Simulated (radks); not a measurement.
The numbers below are computed, except where a source is named.
Task: Level of theory: Dirac Kohn-Sham, PBE, spin-unpolarised, spherical densities, point nucleus; open shells fill j = l - 1/2 first (a radial shooting solver on a logarithmic mesh with Libxc functionals). Each species is in its NIST ground configuration. Rank Ga, In, Tl, B, Al by radius at which the density is 0.001 e/bohr^3 (bohr), largest first.

Result: In 4.62, Al 4.54, Tl 4.52, Ga 4.40, B 3.90.
